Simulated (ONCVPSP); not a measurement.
bromine (Br): one change to an ONCV potential, before and after

bromine (Br), optimised norm-conserving Vanderbilt (ONCV), made with ONCVPSP 4.0.1 (PBE, fully relativistic). Core [Ne], reference 3s2 3p6 3d10 4s2 4p5. Waves: 3s+4s: rc 0.90 bohr, ncon 4, nbas 9, qcut 16.7 1/bohr, 2 projectors; 3p+4p: rc 1.10 bohr, ncon 5, nbas 9, qcut 12.5 1/bohr, 2 projectors; 3d: rc 0.60 bohr, ncon 4, nbas 9, qcut 21.1 1/bohr, 1 projector. Local part: polynomial inside 0.55 bohr (lpopt 5, dvloc0 3 Ha). Core correction: none.

Open shells are filled in proportion to 2j + 1.

Change: p: qcut 11.5.

Cutoffs: the cutoffs (Ha) at which the residual kinetic energy of the hardest occupied pseudo-wave falls to 1 and 0.1 mHa per electron; they do not see the model core or the augmentation charge, which bear on the density cutoff. Errors are all-electron minus pseudo energies relative to the spin-unpolarised reference configuration.

Q: How do hardness, ghosts and transferability respond?

A: The potential gets neither clearly harder nor softer (216 Ha and 739 Ha → 216 Ha and 739 Ha); of the 4 tests that both files solve, the error grows in 0 and shrinks in 4 by more than 15 % and 0.3 meV (median size 3.9 → 2.6 meV); neither file shows a bound ghost.

| quantity | base | changed |
| --- | --- | --- |
| cutoff, loose | 216 Ha | 216 Ha |
| cutoff, tight | 739 Ha | 739 Ha |
| loose cutoff by channel | s 89 Ha, p 65 Ha, d 216 Ha | s 89 Ha, p 61 Ha, d 216 Ha |
| bound ghosts | none | none |
| GHOST(+) flags under 300 eV | none | none |
| error for 3s2 3p6 3d10 4s2 4p4, meV [ΔE 12.56 eV] | -1.5 | +0.6 |
| error for 3s2 3p6 3d10 4s2 4p3, meV [ΔE 35.33 eV] | -3.2 | +1.7 |
| error for 3s2 3p6 3d10 4s2 4p2, meV [ΔE 69.32 eV] | -4.6 | +3.6 |
| error for 3s2 3p6 3d9 4s2 4p6, meV [ΔE 64.29 eV] | +26 | +21 |
| s: phases at 0.91 bohr within 0.05 rad from the reference energy up to (Ha; the scan ends near 5) | to the end of the scan | to the end of the scan |
| p3/2: phases at 1.11 bohr within 0.05 rad from the reference energy up to (Ha; the scan ends near 5) | to the end of the scan | to the end of the scan |
| p1/2: phases at 1.11 bohr within 0.05 rad from the reference energy up to (Ha; the scan ends near 5) | to the end of the scan | to the end of the scan |
| d5/2: phases at 0.61 bohr within 0.05 rad from the reference energy up to (Ha; the scan ends near 5) | to the end of the scan | to the end of the scan |
| d3/2: phases at 0.61 bohr within 0.05 rad from the reference energy up to (Ha; the scan ends near 5) | to the end of the scan | to the end of the scan |
